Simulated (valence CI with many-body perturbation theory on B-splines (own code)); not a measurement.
**Run record, Rb24+**

Calculated by valence CI with perturbative core correlation (CI+MBPT): three valence electrons over a frozen Dirac-Fock core [Ne], a basis of 6 s, 6 p, 5 d, 3 f, 1 g functions for each j, with the one-electron correlation potential Σ1 (screened to all orders), the two-electron term Σ2, the three-electron term Σ3, Breit, model QED; selected single and double excitations, second order for the rest, scaled by the run's own slope (own B-spline code, finite nucleus).

Command, and the settings that its task file holds:

```sh
python run_cv.py task.json out
```

```
atom Rb  Z=37  mass_number=85  rms_radius_fm=4.2036
core [Ne]
valence 3s2 3p1
avg = 1
basis = S
breit = 1
cap = 10000
capref = 1200
cscale = 1
de = 4.05
dress = 0
eps = 2e-08
extrap = 1
h = 0.27
hh = 1
l2 = 3
lcore = 6
maxit = 60
n2 = 5
natural = 1
nlev = 21
nno = [3, 3, 3, 2, 1]
nroot = 26
nsp = [3, 3, 2, 1, 0]
pt2 = 1
qed = 1
rpa = 1
s1 = 1
s2 = 1
s3 = 1
screen = 1
tol = 2e-05
whole = 1
```

It took 11 s on 1 thread of Arm Neoverse V1, with other jobs on the host.

Log. The first blocks belong to the next ion, which gives the ionisation energy. Fields: 2J, parity (1 odd), roots, reference size, generating configurations, candidates as configurations/state functions, variational space P, stored matrix elements, Davidson steps; e2 is the range of second-order energies in hartree. The first line gives the box (bohr), its intervals, the orbitals and the steps of their self-consistent field. Window is the range of levels sought, series limit the energy at which the first omitted orbital would enter, core excitation an estimate of the first excitation out of the core, left out the lowest levels not solved, and shifts from estimates the range by which levels moved from their first estimate, all in cm⁻¹.

```
rmax 3.4 intervals 58 orbitals 36 references ['3s2 3p', '3s 3p2', '3s2 3d', '3p3', '3s 3p 3d'] scf 4 t 0.8
2J=0 par=0 roots 2 ref 15 generators 4 cand 92/92 P 107/107 nnz 0 it 0
   second order: generators 7 cand 0/0 e2 -0.00000 -0.00000
reference levels 467, estimated 47, window 1294867 1/cm; series limit 6284950, core excitation 14295090
2J=1 par=1 roots 4 ref 37 generators 9 cand 24/40 P 1031/1529 nnz 0 it 3
2J=1 par=1 roots 4 ref 37 generators 10 cand 80/131 P 1111/1660 nnz 0 it 5
   second order: generators 18 cand 729/1077 e2 -0.00000 -0.00000
2J=3 par=1 roots 7 ref 60 generators 13 cand 40/93 P 1194/2443 nnz 0 it 3
2J=3 par=1 roots 7 ref 60 generators 14 cand 88/232 P 1282/2675 nnz 1.2e+06 it 4
   second order: generators 21 cand 764/1704 e2 -0.00000 -0.00000
2J=1 par=0 roots 4 ref 47 generators 10 cand 120/184 P 990/1464 nnz 0 it 4
2J=1 par=0 roots 4 ref 47 generators 11 cand 81/133 P 1071/1597 nnz 0 it 4
   second order: generators 18 cand 763/1158 e2 -0.00000 -0.00000
2J=3 par=0 roots 5 ref 73 generators 11 cand 67/144 P 1127/2277 nnz 0 it 4
2J=3 par=0 roots 5 ref 73 generators 15 cand 147/338 P 1274/2615 nnz 1.1e+06 it 5
   second order: generators 22 cand 752/1761 e2 -0.00000 -0.00000
2J=5 par=0 roots 4 ref 71 generators 12 cand 65/145 P 1144/2424 nnz 0 it 4
2J=5 par=0 roots 4 ref 71 generators 13 cand 146/406 P 1290/2830 nnz 1.3e+06 it 4
   second order: generators 19 cand 776/2172 e2 -0.00000 -0.00000
2J=5 par=1 roots 4 ref 55 generators 8 cand 43/114 P 1166/2602 nnz 1.2e+06 it 4
2J=5 par=1 roots 4 ref 55 generators 11 cand 94/276 P 1260/2878 nnz 1.4e+06 it 6
   second order: generators 16 cand 811/2096 e2 -0.00000 -0.00000
2J=7 par=1 roots 2 ref 36 generators 4 cand 48/132 P 966/2064 nnz 0 it 3
2J=7 par=1 roots 2 ref 36 generators 7 cand 75/216 P 1041/2280 nnz 0 it 4
   second order: generators 10 cand 415/1127 e2 -0.00000 -0.00000
2J=9 par=1 roots 1 ref 14 generators 1 cand 152/321 P 633/1239 nnz 0 it 0
2J=9 par=1 roots 1 ref 14 generators 2 cand 92/207 P 725/1446 nnz 0 it 4
   second order: generators 7 cand 435/1086 e2 -0.00000 -0.00000
left out: unestimated 1887426, estimated 1372257, shifts from estimates -1 to 0
operators 0.6
```

The Davidson iterations converged.

No measured levels were compared; by estimate levels of excited configurations hold to 0.05 to 0.15 % of their energy, terms of the ground configuration to about 0.5 %.

| Property | Result |
| --- | --- |
| Valence energy | -134.8825 hartree |
| Ionisation energy | 1134.6 eV (NIST: 1125 ± 5 eV (semi-empirical)) |
| Reference configurations for the orbitals | 3s2 3p, 3s 3p2, 3s2 3d, 3p3, 3s 3p 3d |
| Radial orbitals | 36 |
| Box radius | 3.372 bohr |
| Largest variational space | 2878 |
| Lowest levels | 3s²3p ²P°_1/2 0, 3s²3p ²P°_3/2 111200, 3s3p² ⁴P_1/2 432360, 3s3p² ⁴P_3/2 493660, 3s3p² ⁴P_5/2 533340, 3s3p² ²D_3/2 614990, 3s3p² ²D_5/2 654230, 3s3p² ²P_1/2 693180, 3s3p² ²S_1/2 804150, 3s3p² ²P_3/2 813010, 3s²3d ²D_3/2 887750, 3s²3d ²D_5/2 902200, 3p³ ²D°_3/2 1104000, 3p³ ²D°_5/2 1160900 cm⁻¹ |

Names give the largest LS component (configuration and term), which can be under half, so a name can repeat, a term be missing and a line seem to break the LS rules; names also repeat where a configuration has a term twice.
